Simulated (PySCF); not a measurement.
Compound: C8H4BrF.
SMILES: `C#Cc1cc(F)cc(Br)c1`

The closed-shell ground state was solved at several levels (PySCF, density fitting, gas phase). Isolated species at its PBE0-D3(BJ)/def2-SVP geometry, gas phase. The calculation is non-relativistic and has no spin–orbit coupling, an omission that weighs most on bromine.

| level | basis functions | total energy (Eh) | HOMO (eV) | LUMO (eV) | gap (eV) | dipole (D) |
| --- | --- | --- | --- | --- | --- | --- |
| B3LYP/pcJ-1 (pcSseg-1 on Br) | 324 | -2980.9524 | -7.09 | -1.75 | 5.34 | 1.08 |
| PBE0/def2-SVPD | 256 | -2979.8399 | -7.34 | -1.66 | 5.68 | 1.18 |

**Question.** What might PBE0/pcSseg-1 (214 basis functions) give for the same quantities?

**Answer.** Total energy -2980.1041 Eh, HOMO -7.34 eV, LUMO -1.63 eV, gap 5.71 eV, dipole 1.13 D.

**Question.** Over all these levels, which gives the widest orbital gap and which the narrowest?

**Answer.** PBE0/pcSseg-1 (global hybrid, 25 % exact exchange) has the widest, 5.71 eV, and B3LYP/pcJ-1 (pcSseg-1 on Br) (global hybrid, 20 % exact exchange) the narrowest, 5.34 eV. Functional and basis both differ between the two, so the spread mixes both effects.

**Question.** How far do the dipole and the HOMO energy spread over the levels?

**Answer.** The dipole runs from 1.08 to 1.18 D (mean 1.13 D) and the HOMO from -7.34 to -7.09 eV.
